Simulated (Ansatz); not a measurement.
A correction line for PBE-D4/def2-TZVPP: vertical ionisation energy

The vertical ionisation energy (cation less neutral) in eV of 6 P-containing molecules: x at PBE-D4/def2-TZVPP, y at CCSD(T)/def2-TZVPP. Shapes, held fixed at every level: PBE0-D4/def2-TZVP. Programs: Ansatz 0.2.0.

```
                         molecule  x (eV)  y (eV)
P4S3 (tetraphosphorus trisulfide)    8.80    9.04
                        PH3(InH3)    9.49       ?
           P4 (SMILES P12P3P1P23)    9.53    9.60
                        PH3(GaH3)    9.88   10.35
                  PH3 (phosphine)   10.50   10.54
     PF3 (phosphorus trifluoride)   11.68   12.07
```

Fit y = c + s·x to the known rows and predict y for PH3(InH3).


1. Means of the 5 rows: x = 10.0780, y = 10.320.
2. Σ(Δx)² = 4.7173, Σ(Δx·Δy) = 4.9208, so the slope is 4.9208/4.7173 = 1.0431.
3. Intercept: 10.320 − (1.0431) × 10.0780 = -0.192. The largest residual of the fit is 0.24.
4. PH3(InH3): -0.192 + 1.0431 × 9.49 = 9.71 eV.

CCSD(T)/def2-TZVPP gives 9.88 eV, so the prediction is off by -0.17 eV, within the largest residual. Uncorrected, PBE-D4/def2-TZVPP misses PH3(InH3) by -0.39 eV, and the other rows by 0.24 on average. The line removes about 55 % of this miss. Left out in turn, the other rows are missed by 0.24 eV on average, no better than no correction. Cations run unrestricted. T1 is large for P4S3 (0.022), so single-reference values are less sure there. For atoms past krypton def2 sets carry core potentials with scalar relativity. Relativity is left out for Ga. Outer-core shells of Ga, In are correlated, in sets that cover them unevenly.
